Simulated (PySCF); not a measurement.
Species: C₆H₁₄N₂Si₂.
Atom-mapped SMILES: `[CH3:1][N:2]([CH3:3])[Si@H:4]1[CH:5]=[CH:6][Si@H:7]([NH2:8])[CH:9]=[CH:10]1` (hydrogens: H11, H12, H13 on C1; H14, H15, H16 on C3; H17 on Si4; H18 on C5; H19 on C6; H20 on Si7; H21, H22 on N8; H23 on C9; H24 on C10)

Structure used (PBE0-D3(BJ)/def2-SVP), in Å, numbered top down from 1:
```
atom  x, y, z in Å
C1    -2.249   -1.223   -0.083
N2    -2.128    0.212   -0.068
C3    -3.275    0.898    0.462
Si4   -0.561    0.953   -0.213
C5     0.531    0.662    1.287
C6     1.705   -0.001    1.289
Si7    2.541   -0.723   -0.219
N8     4.163   -0.115   -0.304
C9     1.481   -0.372   -1.731
C10    0.301    0.280   -1.731
H11   -1.353   -1.683   -0.527
H12   -2.377   -1.655    0.930
H13   -3.118   -1.544   -0.688
H14   -4.189    0.643   -0.108
H15   -3.140    1.988    0.398
H16   -3.478    0.647    1.524
H17   -0.830    2.420   -0.343
H18    0.154    1.044    2.249
H19    2.238   -0.123    2.244
H20    2.697   -2.208   -0.096
H21    4.865   -0.643   -0.809
H22    4.319    0.882   -0.409
H23    1.872   -0.728   -2.698
H24   -0.220    0.419   -2.691
```

Method used: TDDFT wB97X-D/def2-SVPD, vertical, gas phase, core orbitals frozen in the response (PySCF).

Question: List the vertical singlet excitations with oscillator strengths and describe the spectrum.

Answer: 

| state | E (eV) | ν̃ (cm⁻¹) | f | main configurations (H = HOMO, L = LUMO) |
| --- | --- | --- | --- | --- |
| S1 | 4.60 | 37080 | 0.0025 | H→L (84%) |
| S2 | 5.30 | 42780 | 0.022 | H→L+1 (53%), H-1→L (21%), H-1→L+1 (10%) |
| S3 | 5.38 | 43380 | 0.0053 | H-1→L (52%), H→L+1 (23%), H→L (9%) |
| S4 | 5.94 | 47940 | 0.0051 | H-2→L (70%), H-1→L (11%) |
| S5 | 6.07 | 48950 | 0.024 | H-1→L+1 (56%), H→L+1 (18%) |
| S6 | 6.30 | 50800 | 0.018 | H→L+2 (46%), H→L+3 (33%) |
| S7 | 6.49 | 52310 | 0.017 | H-4→L (65%) |
| S8 | 6.50 | 52430 | 0.291 | H-3→L (77%), H-2→L+1 (9%) |
| S9 | 6.72 | 54210 | 0.0008 | H→L+4 (47%), H→L+2 (18%) |
| S10 | 6.84 | 55140 | 0.107 | H-2→L+1 (34%), H-5→L (15%), H-3→L+1 (14%) |

Triplets, Tamm–Dancoff:

```
state  E (eV)  λ (nm)  main configurations (H = HOMO, L = LUMO)
   T1    4.01   309.4     H-2→L (28%), H→L (22%), H-3→L+1 (18%)
   T2    4.11   301.5                H-3→L (42%), H-2→L+1 (27%)
   T3    4.40   282.0                    H→L (48%), H-2→L (28%)
   T4    4.89   253.4   H→L+1 (35%), H-1→L+1 (16%), H-1→L (14%)
```

The lowest singlet comes at 270 nm (444 kJ/mol) in the ultraviolet; it is very weak; its leading configuration is HOMO→LUMO (84%). The strongest level in the table is S8 at 6.50 eV (191 nm, f = 0.291). Löwdin shares by element: HOMO nitrogen 50% or more, carbon 16% or more, silicon 6% or more (atoms not listed hold the other 28%); LUMO carbon 59% or more (atoms not listed hold the other 41%). Orbital energies (eV): HOMO-3 -9.71, HOMO-2 -9.65, HOMO-1 -9.05, HOMO -7.97, LUMO 0.68, LUMO+1 1.36, LUMO+2 2.18. Weighted by f, the mean energy of these states is 6.46 eV. The oscillator strengths of these states sum to 0.492; summed over the whole spectrum of an exact calculation they would give the number of electrons, 92 (Thomas–Reiche–Kuhn). All these states lie below the vertical ionisation energy of 7.91 eV (ΔSCF). The window holds the lowest 10 singlets.

One conformer stands for the species.
